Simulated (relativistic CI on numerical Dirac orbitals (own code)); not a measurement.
# Tc2+ (4d5) in a crystal field

Calculated by Dirac-Coulomb-Breit CI, KLI orbitals optimised for each configuration, model QED (radiative potential, 1s self-energy scaled to tabulated hydrogen-like ionisation energies), valence Slater integrals scaled by 0.75, one configuration in a parametric crystal field (own radial code).

Field parameters in Wybourne normalisation: D3d B²₀ = −7Dσ, B⁴₀ = −14Dq − 21Dτ, B⁴₃ = −14√(10/7) Dq; Td as Oh with Dq negative (B⁴₀ = 21Dq, B⁴₄ = √(5/14) B⁴₀). The field is a parameter set, without covalency.

S and J are read from ⟨S²⟩ = S(S + 1) and ⟨J²⟩ = J(J + 1) of each level; they are not fictitious spins.

D3d, 10Dq = 24250, Dσ = 540, Dτ = -30 cm⁻¹, the lowest 10 levels:

```tsv
E (cm⁻¹)	Degeneracy	Irrep	S	J
0.0	2	Γ4	0.52	4.61
1230	2	Γ5+Γ6	0.51	4.38
1873	2	Γ4	0.51	4.40
13244	2	Γ4	1.56	3.71
13277	2	Γ5+Γ6	1.55	3.73
13400	2	Γ4	1.55	3.67
13654	2	Γ4	1.50	3.45
14133	2	Γ5+Γ6	1.51	3.42
14216	2	Γ4	1.51	3.22
17962	2	Γ4	1.73	3.58
```

Principal g values of the ground doublet: 1.67, 1.67, 3.17.

D3d, 10Dq = 36700, Dσ = -1080, Dτ = 190 cm⁻¹, the lowest 10 levels:

| E (cm⁻¹) | Degeneracy | Irrep | S | J |
| --- | --- | --- | --- | --- |
| 0.0 | 2 | Γ4 | 0.50 | 4.55 |
| 1338 | 2 | Γ4 | 0.50 | 4.38 |
| 1934 | 2 | Γ5+Γ6 | 0.50 | 4.33 |
| 26372 | 2 | Γ5+Γ6 | 1.50 | 3.73 |
| 26406 | 2 | Γ4 | 1.50 | 3.68 |
| 26642 | 2 | Γ4 | 1.50 | 3.79 |
| 26884 | 2 | Γ5+Γ6 | 1.50 | 3.55 |
| 27091 | 2 | Γ4 | 1.50 | 3.38 |
| 27308 | 2 | Γ4 | 1.50 | 3.18 |
| 30730 | 2 | Γ4 | 1.49 | 3.65 |

Principal g values of the ground doublet: 0.08, 2.77, 2.77.

Td, 10Dq = -15650 cm⁻¹, the lowest 16 levels:

```
E (cm⁻¹)  Degeneracy  Irrep     S     J
     0.0           4     Γ8  0.78  4.23
     593           2     Γ7  2.20  3.06
     791           4     Γ8  2.36  2.73
    1426           2     Γ7  1.15  4.49
    5055           2     Γ6  1.50  3.18
    5178           4     Γ8  1.50  3.37
    5794           4     Γ8  1.54  3.71
    6057           2     Γ7  1.49  3.90
    9374           2     Γ7  1.48  3.19
    9496           4     Γ8  1.49  3.50
    9594           2     Γ6  1.49  4.07
    9634           4     Γ8  1.50  4.21
   13382           2     Γ6  0.53  5.31
   13658           2     Γ7  0.55  4.69
   13872           4     Γ8  0.54  5.34
   15191           4     Γ8  0.57  4.81
```

The free-ion ground term has S = 5/2. The field overcomes the spin-pairing energy for D3d, 10Dq = 24250, Dσ = 540, Dτ = -30 cm⁻¹; D3d, 10Dq = 36700, Dσ = -1080, Dτ = 190 cm⁻¹; Td, 10Dq = -15650 cm⁻¹, where the ground state has lower spin; these fields are assumed values.

Levels of this model without a field, named by their leading LS term (the scale mimics covalency, so terms lie below those of the real free ion): ⁶S5/2 0, ⁴G5/2 17776, ⁴G7/2 17929, ⁴G11/2 17991, ⁴G9/2 18025, ⁴P5/2 20080, ⁴P3/2 20375, ⁴P1/2 20768 cm⁻¹.
